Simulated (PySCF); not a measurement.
A structure optimised at PBE-D3(BJ)/def2-SVP, used in a PySCF frequency run:

```xyz
13

C      1.3129    -0.9567    -0.3273
C      1.5552     0.2564     0.2216
O      0.6254     1.1680     0.6389
Si    -0.9719     0.9457     0.0796
N     -1.1336    -0.7703    -0.0518
C     -0.0348    -1.5998    -0.5380
H      2.1904    -1.5491    -0.6279
H      2.5880     0.6148     0.3735
H     -1.0629     1.7373    -1.1995
H     -1.9486     1.4861     1.0793
H     -2.0418    -1.2333    -0.0123
H     -0.1441    -1.8721    -1.6207
H     -0.0419    -2.5747     0.0066
```
Charge 0, spin multiplicity 1.

Task: Write its SMILES and formula.

Result: C1=CO[SiH2]NC1, C₃H₇NOSi

Task: What are its rotational constants (standard atomic weights)?

Result: 4.2778, 3.4636, 2.0270 GHz
